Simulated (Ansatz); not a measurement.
`O[SiH](O)O[SiH](O)F` + `O[SiH](O)S` → `O[SiH](O)S[SiH](O)F` + `O[SiH](O)O`  (ligand exchange at the Si–O bond)

Calculated with Ansatz (gas phase, PBE0-D4/def2-TZVP geometries, no zero-point term in ΔE). CBS: MP2 limit from def2 TZ/QZ plus the TZ coupled-cluster correction, frozen cores. DFT in def2-TZVPP. B3LYP here is the variant with VWN-RPA as its local correlation; programs differ in this. Each species was taken in one conformer, which may not be the lowest.

(1) Is it downhill or uphill in electronic energy at CCSD(T)/CBS, and by how much? (An estimate is asked.)

(2) What do these levels give: r2SCAN-D4, B3LYP-D4, r2SCAN, B3LYP, CCSD(T)/def2-TZVPP, HF/def2-QZVPP? (An estimate is asked.)

Largest T1 diagnostic among the species: 0.012.

Results:

(1) The calculation gave: Uphill: ΔE = +58.6 kJ/mol.

(2) Ansatz gave: r2SCAN-D4 52.9, B3LYP-D4 58.6, r2SCAN 53.6, B3LYP 65.0, CCSD(T)/def2-TZVPP 61.4, HF/def2-QZVPP 90.0 kJ/mol.

The D4 term adds −6.4 kJ/mol with B3LYP and −3.2 kJ/mol with PBE0; it sums over pairs of atoms, weighted by their polarisabilities, and B3LYP, whose exchange is more repulsive, gets the larger term. In def2-TZVPP, CCSD(T) changes the Hartree–Fock value by −26.0 kJ/mol (the triples alone add −5.6 kJ/mol) and MP2 by −31.5 kJ/mol. From PBE to PBE0 (25 % exact exchange), in def2-TZVPP and without D4, ΔE moves by +6.5 kJ/mol.
